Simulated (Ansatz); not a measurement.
Reaction: Si2H4F (SMILES F[SiH][SiH3], doublet) → Si2H4F (SMILES F[SiH2][SiH2], doublet)
Each species at its own B3LYP-D3(BJ)/def2-TZVP minimum (Ansatz, a quantum-chemistry and plane-wave program).

Total energies in hartree (Ansatz). Radicals and triplets start from unrestricted determinants; spin-orbit coupling is neglected. Cores are frozen in correlated methods. No relativity.

| species | HF/cc-pV(T+d)Z | CCSD(T)/cc-pV(T+d)Z | HF/cc-pV(Q+d)Z | CCSD(T)/cc-pV(Q+d)Z | CCSD(T)/cc-pV(D+d)Z | CCSDT(Q)/cc-pV(D+d)Z |
|---|---|---|---|---|---|---|
| 1: Si2H4F (SMILES F[SiH][SiH3], doublet) | -679.71849 | -680.25197 | -679.73578 | -680.30847 | -680.07143 | -680.07340 |
| 2: Si2H4F (SMILES F[SiH2][SiH2], doublet) | -679.72288 | -680.25628 | -679.73986 | -680.31258 | -680.07607 | -680.07796 |

Problem. Work out the isomerisation energy (electronic) in kJ/mol: take Hartree-Fock from cc-pV(Q+d)Z, extrapolate the CCSD(T) correlation energy as X^-3 (X = 3, 4), and add CCSDT(Q) - CCSD(T) in cc-pV(D+d)Z. 1 hartree = 2625.5 kJ/mol.

Solution. 
Species 1: correlation (64·(-0.57269) - 27·(-0.53348))/37 = -0.60130; step -0.00197; E1 = -679.73578 + (-0.60130) + (-0.00197) = -680.33905
Species 2: correlation (64·(-0.57272) - 27·(-0.53340))/37 = -0.60141; step -0.00189; E2 = -679.73986 + (-0.60141) + (-0.00189) = -680.34316
-1·E1 +1·E2 = -0.00411 hartree = -10.8 kJ/mol.
